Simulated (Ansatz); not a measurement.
Reaction (redistribution): `[AlH2][NH][SiH2][SiH3]` + `CBF` → `F[BH][AlH2]` + `CN[SiH2][SiH3]`

Computed with Ansatz on PBE0-D4/def2-TZVP structures; ΔE is electronic, products minus reactants. CCSD(T)/CBS adds triple-zeta CCSD(T) − MP2 to the extrapolated MP2 energy (def2 sets, frozen cores). This one scheme is used for every species. Functionals use def2-TZVPP. B3LYP here is the variant with VWN-RPA as its local correlation; programs differ in this. One conformer a species, not always the lowest.

`[AlH2][NH][SiH2][SiH3]`:

Cartesian coordinates in Å:
```
Al -1.048 0.708 2.320
N -0.922 0.574 0.547
Si 0.483 0.665 -0.462
Si 0.809 -1.310 -1.684
H 0.278 0.971 3.138
H -2.486 0.551 2.962
H -1.786 0.402 0.048
H 1.648 0.901 0.432
H 0.407 1.803 -1.426
H 1.972 -1.192 -2.607
H -0.402 -1.613 -2.499
H 1.045 -2.462 -0.769
```

`CBF`:

Z-matrix (Å, degrees):
```
C
B 1 1.553
H 1 1.096 2 109.6
H 1 1.091 2 114.0 3 122.5
H 1 1.096 2 109.7 3 -114.9
F 2 1.327 1 120.6 3 -122.2
H 2 1.202 1 123.5 3 57.8
```

`F[BH][AlH2]`:

```xyz
6

F     1.931   -0.203    0.868
B     0.607   -0.114    0.939
Al   -0.584    0.106   -0.850
H     0.167   -0.167    2.065
H    -1.157   -1.169   -1.613
H    -0.964    1.547   -1.409
```

`CN[SiH2][SiH3]`:

```xyz
13

C    -1.345   -1.304   -0.651
N    -0.952   -0.783    0.641
Si   -0.226    0.767    0.833
Si    1.854    1.041   -0.235
H    -1.751   -0.494   -1.263
H    -2.138   -2.050   -0.542
H    -0.522   -1.762   -1.216
H    -0.695   -1.497    1.303
H    -0.048    0.989    2.294
H    -1.154    1.793    0.277
H     1.739    0.779   -1.698
H     2.864    0.093    0.316
H     2.373    2.427   -0.059
```

| level | ΔE (kJ/mol) | difference from CCSD(T)/CBS |
| --- | --- | --- |
| r2SCAN-D4 | 258.0 | 4.1 |
| B3LYP-D4 | 249.2 | -4.7 |
| ωB97M-V | 255.6 | 1.7 |
| PBE | 237.6 | -16.3 |
| B3LYP | 248.3 | -5.6 |
| HF/def2-TZVPP | 250.7 | -3.2 |
| CCSD/def2-TZVPP | 252.3 | -1.6 |
| MP2/def2-QZVPP | 266.7 | 12.8 |
| HF/CBS(def2) | 251.3 | -2.6 |
| MP2/CBS(def2) | 266.8 | 12.9 |
| CCSD(T)/CBS | 253.9 | 0 |

Largest T1 diagnostic among the species: 0.014.

From PBE to PBE0 (25 % exact exchange), in def2-TZVPP and without D4, ΔE moves by +5.1 kJ/mol.
